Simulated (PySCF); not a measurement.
Input for PySCF: R-HF/3-21G on CH3FOSi (SMILES CO[Si]F), a point of a torsion scan.

```python
from pyscf import gto, scf, dft, mp
from pyscf.data.elements import chemcore

mol = gto.M(
    atom='''
    C    -0.83430990   -0.05804685    0.19724995
    O     0.31391451    0.70812018    0.43842490
    Si    1.84536237    0.69289220   -0.04113908
    F     1.83527444   -0.61206740   -1.04622759
    H    -0.63375567   -0.86424903   -0.51075751
    H    -1.61139759    0.59423750   -0.20632943
    H    -1.17678062   -0.48317390    1.14293219
    ''',
    basis='3-21g',
    charge=0, spin=0, verbose=3, max_memory=1800)
mf = scf.RHF(mol)
mf.conv_tol = 1e-8
mf.max_cycle = 100
mf.kernel()
if not mf.converged:
    mf = mf.newton().run(mf.mo_coeff, mf.mo_occ)
```

Output:

```
converged SCF energy = -500.225924519468
```

Self-consistency was reached.

Cost: very roughly 0.4 core-seconds.
